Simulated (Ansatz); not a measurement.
Mg₅H₁₀, relaxed as a singlet with RKS r2SCAN-D4/def2-SVP in Ansatz, starting from the GFN1-xTB geometry. Force threshold 0.02 eV/Å.

The structure comes from a short search, and lower isomers may exist.

Start:

Cartesian coordinates in Å:
```
Mg -2.557 -0.611 1.161
Mg 2.391 2.278 0.321
Mg -0.788 0.952 -0.864
Mg -1.063 -2.103 -1.257
Mg 1.677 -0.345 0.615
H -2.561 -1.872 -0.208
H 2.005 1.288 1.722
H 0.125 -0.999 0.942
H -2.923 -0.673 2.672
H 0.597 1.991 -0.667
H 2.824 -0.351 -0.516
H -0.177 -3.317 -1.666
H -2.197 1.017 0.195
H 3.504 3.092 -0.404
H -0.857 -0.345 -2.048
```

Estimate the energy that the relaxation releases and the steps that it takes.

201.7 kJ/mol, in 25 steps; 76 s on 4 threads of Arm Neoverse V1 on a shared host. No frequencies were taken in this run, so the end may be a saddle point.

Does the start keep its bonding?

Bonds formed: Mg2–H11, Mg3–H8, Mg4–H8, Mg5–H12 (atoms count from 1). Metal–metal contacts that move far: Mg4–Mg5 3.76 to 2.84 Å, Mg2–Mg3 3.64 to 3.04 Å.

Predict the relaxed structure.


```xyz
15

Mg   -2.513   -0.462    1.027
Mg    2.269    1.820    0.063
Mg   -0.518    0.966   -0.800
Mg   -0.804   -1.909   -0.952
Mg    1.543   -0.939    0.325
H    -2.369   -2.051   -0.101
H     2.399    0.257    1.346
H    -0.353   -0.547    0.528
H    -3.120   -0.543    2.624
H     0.433    2.330   -0.049
H     1.550    0.311   -1.071
H     0.911   -2.510   -0.472
H    -2.279    0.933   -0.187
H     3.634    2.813   -0.223
H    -0.785   -0.470   -2.058
```
Bond lengths (bridged metal pairs left out): 19 × H–Mg 1.71 to 2.06 Å.
